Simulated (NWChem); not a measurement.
Molecule: AlF2, doublet; SMILES [F][Al][F]

In the optimisation the excess spin sits in a1 (C2v, its own frame). This spin state was assumed; another may lie lower.

**Question.** Give the equilibrium geometry at PBE0/def2-SVP, spin-unrestricted (NWChem) as a Z-matrix, with the point group.

**Answer.** point group C2v; any orientation.
```
Al
F 1 1.6618
F 1 1.6618 2 119.37
```
